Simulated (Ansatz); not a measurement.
Q: Name a neutral molecule of B, Br, C, N, Si and H with HOMO–LUMO gap (PBE/def2-TZVPP) between 3.55 and 3.85 eV and size of the dipole moment (ωB97M-V/def2-TZVPP) between 2.10 and 2.40 D (Ansatz, PBE0-D4/def2-TZVP geometry).

A: `B[SiH](Br)N=C` (3.77 eV, 2.18 D). Other molecules can fit too; these were computed, each in one conformer that needn't be the lowest.
